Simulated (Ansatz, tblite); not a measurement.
Removing an electron: Se(CCH)2 (C4H2Se). The state is a singlet with charge 0. Geometry: PBE0-D4/def2-SVP. Ansatz, gas phase; energy differences of separate SCF runs; the oxidised species was run as a doublet alone.

Cartesian coordinates in Å:
```
Se -0.337 -0.804 1.361
C -0.539 0.966 0.946
C -0.704 2.153 0.746
H -0.846 3.202 0.562
C 0.361 -1.393 -0.224
C 0.827 -1.860 -1.243
H 1.239 -2.265 -2.149
```

The xTB rows come from tblite.

Q: Estimate orbital energies and vertical ionisation energies at: GFN1-xTB; GFN2-xTB; PBE-D4/def2-TZVP; r2SCAN-D4/def2-TZVP; PBE0-D4/def2-TZVP.

A: 
| level | −HOMO (eV) | vertical IE (eV) | −LUMO (eV) | HOMO–LUMO gap (eV) |
| --- | --- | --- | --- | --- |
| GFN1-xTB | 10.79 | 14.19 | 6.61 | 4.18 |
| GFN2-xTB | 9.96 | 12.99 | 6.33 | 3.63 |
| PBE-D4/def2-TZVP | 5.64 | 8.47 | 1.66 | 3.98 |
| r2SCAN-D4/def2-TZVP | 5.84 | 8.52 | 1.47 | 4.37 |
| PBE0-D4/def2-TZVP | 6.69 | 8.65 | 0.69 | 5.99 |

 Raw xTB energy differences between charge states are shifted by several eV; the methods need an empirical correction for them.
